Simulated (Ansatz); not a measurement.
Spin states of ClOV (SMILES [O]=[V][Cl]), each relaxed at B3LYP-D3(BJ)/def2-TZVP; lowest solutions found, singlets restricted, no spin–orbit coupling, no relativity up to Kr.
Multiplicity 3 (charge 0, multiplicity 3):
```xyz
3

V      0.3618     0.2356    -0.1881
O     -0.3767     1.3464    -1.0422
Cl    -0.0184    -1.5346     1.1600
```
Multiplicity 1 (charge 0, multiplicity 1):
```xyz
3

V      0.4110     0.2409    -0.1917
O     -0.4008     1.3109    -1.0153
Cl    -0.0434    -1.5044     1.1367
```

The values were computed with Ansatz (Gaussian orbitals). Values without a source in brackets are computed.

The energy of multiplicity 1 less that of multiplicity 3 (kcal/mol) and the share of exact exchange:

| functional | exact exchange (%) | value |
|---|---|---|
| PBE/def2-TZVPP | 0 | 24.37 |
| PBE0/def2-TZVPP | 25 | 26.89 |
| BLYP/def2-TZVPP | 0 | 20.92 |
| B3LYP/def2-TZVPP | 20 | 22.66 |
| BHLYP/def2-TZVPP | 50 | 25.20 |
| r2SCAN/def2-TZVPP | 0 | 26.30 |
| r2SCANh/def2-TZVPP | 10 | 27.08 |

Problem. Take the value as linear in the share of exact exchange along PBE and PBE0. Give the slope, say whether the sign turns, and set the other functionals against that line.

Solution. 
Slope: (26.89 − (24.37))/2.5 = 1.01 kcal/mol for each 10 %. The line keeps its sign from 0 to 100 %. At 50 % it gives 29.4 kcal/mol. The LYP pair gives (25.20 − (20.92))/5 = 0.86 for each 10 %. BHLYP, at 50 %, lies -4.2 from the PBE line. B3LYP, at 20 %, lies -3.7 from the PBE line. r2SCAN, with none, stands 1.9 from PBE. The r2SCAN pair gives 0.78 for 10 %.

Ansatz is a first-principles code.
